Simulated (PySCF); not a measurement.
Species: C7H14SSi.
Atom-mapped SMILES: `[SiH3:1][S:2][C@H:3]1[CH2:4][CH:5]=[CH:6][CH2:7][CH2:8][CH2:9]1` (hydrogens: H10, H11, H12 on Si1; H13 on C3; H14, H15 on C4; H16 on C5; H17 on C6; H18, H19 on C7; H20, H21 on C8; H22, H23 on C9)

Level: PBE0/pcSseg-1 in PySCF, non-relativistic, on one gas-phase PBE0-D3(BJ)/def2-SVP geometry that isn't relaxed in the solvent. The solvent is an IEF-PCM continuum (Bondi radii, 1.10 Å for H, scaled by 1.2). Only the electrostatic response of the medium enters.

Gas phase at PBE0/pcSseg-1: HOMO -6.83 eV, LUMO -0.10 eV, dipole 1.95 D.

What does the continuum do to the energy, the frontier levels and the dipole at PBE0/pcSseg-1 in chloroform?

```json
{"solvent": "chloroform", "ε": "4.711", "E(solvent) − E(gas) (kJ/mol)": "-9.26", "polarisation term (kJ/mol)": "-10.16", "distortion of the solute (kJ/mol)": "0.90", "HOMO (eV)": "-6.85", "LUMO (eV)": "0.00", "dipole (D)": "2.41"}
```

The polarisation term is half the interaction of the solute with the surface charges that it induces; the rest is the cost of distorting the solute's density. The sum is the electrostatic part of solvation alone.

Which radius a makes the point-dipole formula ΔE = −[(ε − 1)/(2ε + 1)]·μ²/a³ give the value in chloroform, with the gas-phase dipole?

μ = 0.768 au and |ΔE| = 0.00353 Eh give a = 2.07 Å; the farthest nucleus lies 4.78 Å from the centroid of the nuclei, so such a sphere wouldn't even hold the nuclei. The formula assumes a rigid point dipole at the centre of a sphere.

Which IAO charges (PBE0/pcSseg-1) respond most in chloroform (means over atoms taken as equivalent)?

```json
{"atoms": "S2", "environment": "sulfur bonded to C and Si", "gas (e)": "-0.190", "solvent (e)": "-0.214", "change": "-0.024"}
{"atoms": "C5", "environment": "alkene CH carbon", "gas (e)": "-0.160", "solvent (e)": "-0.165", "change": "-0.005"}
{"atoms": "H13", "environment": "methine hydrogen", "gas (e)": "+0.152", "solvent (e)": "+0.156", "change": "+0.004"}
{"atoms": "H14", "environment": "methylene hydrogen", "gas (e)": "+0.135", "solvent (e)": "+0.139", "change": "+0.004"}
{"atoms": "C6", "environment": "alkene CH carbon", "gas (e)": "-0.151", "solvent (e)": "-0.155", "change": "-0.004"}
{"atoms": "Si1", "environment": "SiH3 silicon", "gas (e)": "+0.498", "solvent (e)": "+0.501", "change": "+0.003"}
{"atoms": "H19", "environment": "methylene hydrogen", "gas (e)": "+0.142", "solvent (e)": "+0.145", "change": "+0.003"}
{"atoms": "H21", "environment": "methylene hydrogen", "gas (e)": "+0.136", "solvent (e)": "+0.140", "change": "+0.004"}
{"atoms": "H16", "environment": "vinylic hydrogen", "gas (e)": "+0.144", "solvent (e)": "+0.147", "change": "+0.003"}
{"atoms": "H17", "environment": "vinylic hydrogen", "gas (e)": "+0.142", "solvent (e)": "+0.146", "change": "+0.004"}
{"atoms": "H23", "environment": "methylene hydrogen", "gas (e)": "+0.123", "solvent (e)": "+0.126", "change": "+0.003"}
{"atoms": "H18", "environment": "methylene hydrogen", "gas (e)": "+0.137", "solvent (e)": "+0.139", "change": "+0.002"}
```

Which Mayer bond orders change most in chloroform?

| bond | length (Å) | gas | solvent | change |
| --- | --- | --- | --- | --- |
| S2–C3 | 1.850 | 1.022 | 1.006 | -0.016 |
| Si1–S2 | 2.141 | 0.979 | 0.966 | -0.013 |
| Si1–H10 | 1.495 | 0.909 | 0.914 | +0.005 |
| Si1–H12 | 1.495 | 0.906 | 0.910 | +0.004 |
| C5–C6 | 1.337 | 1.938 | 1.935 | -0.003 |
| C7–C8 | 1.530 | 1.033 | 1.035 | +0.002 |
| C8–C9 | 1.526 | 1.046 | 1.048 | +0.002 |
| Si1–H11 | 1.491 | 0.947 | 0.945 | -0.002 |

How do the nuclear quadrupole coupling constants eQVzz/h respond in chloroform?

```tsv
nucleus	Q (barn)	gas (MHz)	solvent (MHz)	η gas	η solvent
33S at S2	-0.06781	36.37	35.34	0.77	0.78
```
